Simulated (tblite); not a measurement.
Run record: tight-binding relaxation, `CC[O][GeH2][NH][GeH3]`.

Computed with GFN2-xTB geometry optimisation, gas phase (tblite 0.8.0). Start geometry: from a force field or distance geometry. The input is one job of a driver script: a line of settings, then coordinates in Å.

Command:
```bash
OMP_NUM_THREADS=1 python probes_run.py task.json out
```

Input:
```
{"job": {"kind": "relax", "xc": "GFN2-xTB", "basis": "xTB"}, "charge": 0, "multiplicity": 1}
C      2.537500    -0.924600    -0.709600
C      1.524900    -0.180000     0.159600
O      0.742500     0.642700    -0.634100
Ge    -0.446700     1.498400     0.423100
N     -1.633100     0.254900     1.181800
Ge    -2.515600    -0.578600    -0.245900
H      3.179400    -0.190700    -1.243100
H      3.170900    -1.577200    -0.077500
H      1.996400    -1.546600    -1.455000
H      2.094400     0.416000     0.918700
H      0.903000    -0.945100     0.692600
H     -1.243200     2.525100    -0.401500
H      0.300900     2.233500     1.577000
H     -2.348000     0.805700     1.690800
H     -3.217500     0.497500    -1.118900
H     -3.571400    -1.561300     0.328500
H     -1.481300    -1.357700    -1.096400
```

Output:
```
step      E/eV     max force
  0    -564.17026    1.556
  1    -564.28115    0.943
  2    -564.36520    0.655
  3    -564.40027    0.654
  4    -564.43069    0.374
  5    -564.44528    0.360
  6    -564.45953    0.375
  7    -564.47913    0.534
  8    -564.50550    0.557
  9    -564.53217    0.408
... (135 lines left out)
145    -564.69366    0.015
146    -564.69371    0.016
147    -564.69377    0.025
148    -564.69385    0.027
149    -564.69393    0.024
150    -564.69399    0.014
151    -564.69403    0.014
152    -564.69405    0.015
153    -564.69407    0.010
154    -564.69408    0.006
```

«max force» is the largest atomic force in eV/Å.

From which step on does the largest force stay under 0.1 eV/Å, and how much energy is left to gain from there?

From step 43 (0.091 eV/Å), 20.0 meV above the end.

Main results: energy lowered by 12.1 kcal/mol over 154 steps; largest atomic force 0.006 eV/Å at the end.

Give the final coordinates.

0.461 Å rms from the input after alignment:
```
atom  x, y, z in Å
C1     2.2954   -0.9262   -0.8075
C2     1.5571   -0.2488    0.3368
O3     1.0052    0.9680   -0.1263
Ge4   -0.4081    1.7807    0.4639
N5    -1.6866    0.5357    0.8414
Ge6   -2.3779   -0.7130   -0.2845
H7     3.0757   -0.2695   -1.1836
H8     2.7432   -1.8547   -0.4632
H9     1.6053   -1.1411   -1.6202
H10    2.2511   -0.0431    1.1604
H11    0.7641   -0.9102    0.7126
H12   -0.6550    2.7013   -0.6933
H13   -0.1712    2.5053    1.7735
H14   -2.3177    0.8152    1.5771
H15   -3.3743   -0.1356   -1.2532
H16   -3.0621   -1.7181    0.5940
H17   -1.2511   -1.3338   -1.0375
```

Hardware: Arm Neoverse N1, one thread, shared host. Cost: 1.9 s wall.
Labels such as C1 count atoms from 1, the log's own numbers from 0.
